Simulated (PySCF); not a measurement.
C₂H₆ClFSi, SMILES F[C@@H](Cl)C[SiH3].

The structure is a stationary point at B3LYP-D3(BJ)/def2-SVP. The structure was generated by enumeration; whether it is a known compound was not checked. One conformer was computed; it need not be the lowest.

Level of theory: PySCF with SMD-M06-2X/6-31G*.

Solvation free energies are E(SMD) − E(gas) at the gas-phase geometry, for 1 M in both phases. In vacuum the dipole moment is 2.32 D.

Computed solvation free energies in water, tetrahydrofuran, dimethylsulfoxide:
| solvent | ΔG(solv) (kcal/mol) | its non-electrostatic (CDS) part | dipole (D) |
|---|---|---|---|
| water | -0.6 | 3.5 | 3.18 |
| tetrahydrofuran | -4.1 | -0.8 | 2.99 |
| dimethylsulfoxide | -3.7 | 0.4 | 3.16 |
